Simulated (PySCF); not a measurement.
bromine (Br2), SMILES BrBr. Geometry optimised at B3LYP-D3(BJ)/def2-TZVP.

Give the equilibrium geometry at B3LYP-D3(BJ)/def2-TZVP (PySCF confirms it by a frequency run) as Cartesian coordinates in Å, and its point group. (Estimate from the structure and the level; the computed values follow.)

point group D∞h.
```xyz
2

Br     0.0000     0.0000    -1.1579
Br     0.0000     0.0000     1.1579
```
